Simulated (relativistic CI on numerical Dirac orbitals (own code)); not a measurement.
**B3+: calculation against measurement**

Computed by Dirac-Coulomb-Breit CI, separate exchange-only KLI orbitals for each configuration, QED by a radiative potential, valence Slater integrals scaled by 0.85, configuration energies shifted to the measured levels that pair with them (semi-empirical) (own radial code, finite nucleus).

Configuration list: 1s2, 1s 2s, 1s 2p, 1s 5p, 1s 6p, 1s 3s, 1s 3p, 1s 3d. Levels of other configurations are missing.

| Configuration | Term (tabulated) | J | Measured (cm⁻¹) | Computed | Error | Purity (%) |
| --- | --- | --- | --- | --- | --- | --- |
| 1s2 | 1S | 0 | 0.0 | 0 | 0 | 100 |
| 1s 2s | 3S | 1 | 1601505.0 | 1601505 | 0 | 100 |
| 1s 2p | 3P° | 1 | 1636882.0 | 1636882 | 0 | 100 |
| 1s 2p | 3P° | 0 | 1636898.0 | 1636901 | 3 | 100 |
| 1s 2p | 3P° | 2 | 1636934.0 | 1636932 | -2 | 100 |
| 1s 5p | 1P° | 1 | 2022000.0 | 2022000 | 0 | 100 |
| 1s 6p | 1P° | 1 | 2043360.0 | 2043360 | 0 | 100 |

Measured levels from Moore, Atomic Energy Levels, vol. I, NSRDS-NBS 35 (1971 reprint of NBS Circular 467, 1949); pairs were made by configuration, J and term (by order where the table uses no LS term), so strongly mixed levels may be paired wrongly. The analysis dates from before 1960.

Mean error by configuration (cm⁻¹): 1s 2s 0; 1s 2p 0; 1s 5p 0; 1s 6p 0. Over the excited levels the mean absolute error is 1 cm⁻¹ (6 of the 6 excited levels that our extract of the source holds in range could be paired), and the median relative error of those above 1,000 cm⁻¹ is 1e-10 %, both after the shifts were fitted to these levels, so that a configuration with one level shows no error.

Configurations whose levels could be paired with our table of measured levels were shifted onto them, all but the ground configuration, by the median error of their levels; single terms can still be off by 1,000 to 2,000 cm⁻¹ or more, and rates follow the energies as ν³ (E1, M1) or ν⁵ (E2). The others borrow a shift and can be off by several thousand cm⁻¹ or more. The fine structure of a lone outer electron comes out too small, for d and f at times inverted, and misplaced configurations move strength between like terms. 6 of the 6 excited levels that our extract of the measured tables holds in this range could be paired (the sources list more); they are missed by 1 cm⁻¹ on average and 3 at most, after the shifts were fitted to these levels, and levels without a partner can miss by more.

Shifts applied (cm⁻¹): 1s2 0; 1s 2s 4697; 1s 2p 3710; 1s 5p 4484; 1s 6p 4197.
